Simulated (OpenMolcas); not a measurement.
An OpenMolcas run meant for Au⁷⁺ (ANO-RCC-VDZP, DKH3; inactive shells 1s 2s 2p 3s 3p 3d 4s 4p 4d 4f 5s 5p; intended active space 4 electrons in 5 orbitals (5d)). One step of its input:

```
&CASPT2
Multistate=5 1 2 3 4 5
Frozen=14 16
IPEA=0.25
Shift=3.0
MaxIter=60
WThr=0.0 0.3 0.05
PrWF=0.5
NoMix
```

The run finished. Its levels beside those of a sound run (SS-CASPT2, IPEA 0.25 Eh, imaginary shift 0.1 Eh (closed shells correlated: 5s 5p)), in cm⁻¹ above each run's lowest level:

| Level | This run | Usual run |
| --- | --- | --- |
| 5d⁴ ⁵D₁ | 9134 | 9270 |
| 5d⁴ ⁵D₂ | 16514 | 16704 |
| 5d⁴ ⁵D₃ | 21201 | 21369 |
| 5d⁴ ⁵D₄ [51 %] | 23022 | 23107 |
| 5d⁴ ³H₄ [55 %] | 34469 | 34575 |
| 5d⁴ ³G₃ [65 %] | 40039 | 40007 |
| 5d⁴ ³F₂ [66 %] | 40583 | 40424 |
| 5d⁴ ³H₅ [73 %] | 41887 | 41970 |
| 5d⁴ ³P₁ [67 %] | 42269 | 42093 |
| 5d⁴ ³H₆ [68 %] | 45502 | 45609 |

Which setting is unsound, and how much does it matter here?

The level shift is far above the usual 0.1 to 0.3 hartree and damps the second-order energy. Against the sound run the excited levels shown move by 120 cm-1 on average and by 190 cm-1 at most.

Term energies are means over components that CASPT2 splits; among the terms shown or strongly mixed into the levels shown the widest spread is 110 cm-1 (5d⁴ ¹G, the sound run). Some high roots are left out of the spin-orbit mixing, which shifts the levels that they would mix with. The basis is small and was not contracted for so high a charge. Levels of configurations outside the active space are missing.

A share in square brackets marks a mixed level and gives the weight of the term that names it, the lowest over the columns.
